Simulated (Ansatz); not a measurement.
F$_{3}$HOSW, SMILES `[OH][W]([F])([F])([F])=[S]`. Charge 0, multiplicity 1. W takes the def2 core potential.

Cartesian coordinates in Å:
```
O 0.289 0.946 -1.172
W -0.091 -0.079 0.346
F -0.536 1.512 1.172
F -0.415 -1.469 -0.857
F -1.459 -0.857 1.329
S 1.734 -0.639 1.224
H 0.479 0.586 -2.042
```

(1) List the harmonic frequencies (cm⁻¹, unscaled) at PBE0-D4/def2-TZVP in Ansatz. (Best estimate.)

(2) Is this a minimum?

(3) Give the ideal-gas thermochemistry at 298.15 K and 1 bar (rigid rotor, harmonic oscillator; point group C1, symmetry number 1).

(4) And at 400, 500, 600, 800 and 1000 K?

(5) Rotational constants (cm⁻¹)?

Results:

(1) Computed: 120, 161, 208, 216, 219, 247, 290, 341, 578, 591, 638, 686, 709, 754, 3892.

(2) Yes, all 15 modes are real.

(3) Zero-point energy 57.7 kJ/mol; H(298) − E = 80.8 kJ/mol; entropy 374.2 J/(mol·K), of which translation 179.6, rotation 118.1, vibration 76.6; G(298) − E = -30.7 kJ/mol.

(4) 
| T (K) | H − E (kJ/mol) | S (J/mol/K) | G − E (kJ/mol) |
| --- | --- | --- | --- |
| 400 | 93.3 | 410.2 | -70.7 |
| 500 | 106.5 | 439.5 | -113.3 |
| 600 | 120.2 | 464.4 | -158.5 |
| 800 | 148.4 | 505.1 | -255.6 |
| 1000 | 177.5 | 537.4 | -360.0 |

(5) 0.07042, 0.06178, 0.05971.
